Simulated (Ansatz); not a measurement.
Geometry optimisation, RKS BLYP/6-31G* in Ansatz 0.2.0.

Input:

```yaml
crystal:
  periodic: [false, false, false]
  atoms:
    - { symbol: Al, position_ang: [-0.076805, 0.510621, -0.445486] }
    - { symbol: F, position_ang: [-0.134988, 0.077138, 2.398647] }
    - { symbol: H, position_ang: [1.257337, -0.312313, -0.638657] }
    - { symbol: "N", position_ang: [-1.667099, 0.029451, -1.088517] }
    - { symbol: H, position_ang: [-1.886187, -0.898907, -1.453624] }
    - { symbol: H, position_ang: [-2.514519, 0.59397, -1.018809] }
    - { symbol: Cl, position_ang: [0.040808, 2.559443, 0.383732] }
    - { symbol: H, position_ang: [-0.048647, 1.013396, 2.432912] }
basis:
  gaussian: { orbitals: "6-31G*" }
hamiltonian:
  xc: blyp
relax:
  f_tol: 0.03
  max_steps: 50
```

Run as:

```bash
$ ansatz run input.yaml --threads 2 --pin off --max-ram 3072MiB --backend cpu --events-out ev --progress --plain --runs-dir out
```

Question: Where does it end, and by what steps?

Answer: The forces met the threshold. After 7 steps the energy has fallen by 0.329 eV; F2 moved furthest, 0.52 Å. Joined: Al1–F2 (2.88 → 2.05 Å).

```tsv
step	energy less start (eV)	largest force component (eV/Å)	accepted
0	0.0000	0.669	yes
1	-0.1200	0.510	yes
2	-0.2555	0.607	yes
3	-0.2890	0.713	yes
4	-0.3215	0.129	yes
5	-0.3251	0.166	yes
6	-0.3286	0.115	yes
7	-0.3291	0.017	yes
```

```xyz
8
Properties=species:S:1:pos:R:3
Al -0.082 0.418 -0.145
F -0.192 0.099 1.882
H 1.266 -0.328 -0.503
N -1.646 0.015 -0.911
H -1.814 -0.835 -1.451
H -2.487 0.592 -0.881
Cl 0.050 2.541 0.530
H -0.123 1.070 2.050
```

Run time: 14 s on 2 threads of Arm Neoverse V1 (shared host), peak memory 0.15 GiB.
